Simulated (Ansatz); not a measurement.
`C[O][W](=[O])([OH])([OH])[F]` at its PBE0-D4/def2-TZVP geometry, where that method's forces vanish. The species carries charge 0 and has multiplicity 1. W takes the def2 core potential.

```xyz
12

C    -1.4206    1.6069    0.4166
O    -0.7304    0.4447    0.7779
W     0.3403   -0.8839    0.0610
O    -0.2480   -2.3225    0.7239
O     1.6421   -1.4088   -1.2373
O     1.8324   -0.3898    1.1009
F    -0.6838   -0.6093   -1.5248
H    -0.7699    2.4791    0.5222
H    -1.7526    1.5239   -0.6231
H    -2.2881    1.7222    1.0689
H     1.3502   -1.5280   -2.1442
H     2.7283   -0.6346    0.8578
```

(1) What forces (eV/Å) does ωB97M-V/def2-TZVPP give on these atoms in Ansatz 0.2.0? (Estimate.)

## Answers

(1) Computed: 
```
C1  -0.221  0.368 -0.120
O2   0.231 -0.280  0.067
W3  -0.280 -0.471  0.238
O4   0.147  0.357 -0.152
O5   0.027  0.029 -0.082
O6   0.071  0.020 -0.021
F7   0.005  0.033 -0.015
H8  -0.069 -0.083 -0.007
H9   0.024  0.012  0.099
H10  0.082 -0.003 -0.069
H11  0.020  0.003  0.042
H12 -0.038  0.015  0.020
```
